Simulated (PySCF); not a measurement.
**UHF on Be+ (beryllium, charge +1)**

Configuration: [He] 3d1, 2D determinant (an excited configuration). Calculation: PySCF 2.14, in aug-cc-pCVQZ (9s8p6d4f2g, 109 functions); the non-relativistic Hamiltonian (point nucleus).

- Total energy: -13.830610 hartree
- One-electron energy: -16.5765 hartree
- Hartree (Coulomb) energy: 5.1223 hartree
- Exchange energy: -2.3765 hartree
- Kinetic energy: 13.86048 hartree
- ⟨S²⟩: 0.7500
- ⟨L²⟩: 6.000
- Sum of ⟨r⟩: 5.688 bohr
- Sum of ⟨r²⟩: 26.70 bohr²
- Traceless quadrupole moment −½Σ⟨3z² − r²⟩ along its main axis: 7.50 e·bohr²
- Density at the nucleus (Gaussians lack the cusp): 33.7 bohr⁻³
- Spin density at the nucleus: -0.000637 bohr⁻³
- Langevin diamagnetic susceptibility: -21.1 ×10⁻⁶ cm³/mol

| shell | electrons | mean orbital energy (hartree) | rms radius, mean of both spins (bohr) |
| --- | --- | --- | --- |
| 1s α | 1 | -5.43269 | 0.482 |
| 1s β | 1 | -5.43267 | 0.482 |
| 3d α | 1 | -0.21936 | 5.12 |

The outer electron is Rydberg-like, and this basis confines it to a smaller radius and binds it less than a complete one would.

Spin-orbit constants ζ (cm⁻¹) from the X2C one-electron operator on these orbitals (non-relativistic here): bare nucleus, nucleus screened by l(l+1)(2l+1)/3 electrons, and screened by the Breit-Pauli mean field of the electrons.

| shell | bare | screened nucleus | mean field |
| --- | --- | --- | --- |
| 3d | 0.5175 | 0.2587 | 0.2384 |

To first order the Landé constant is A = 0.2384 cm⁻¹, so the lowest level has J = 3/2 and lies 4.43e-05 eV below the centre of the term.
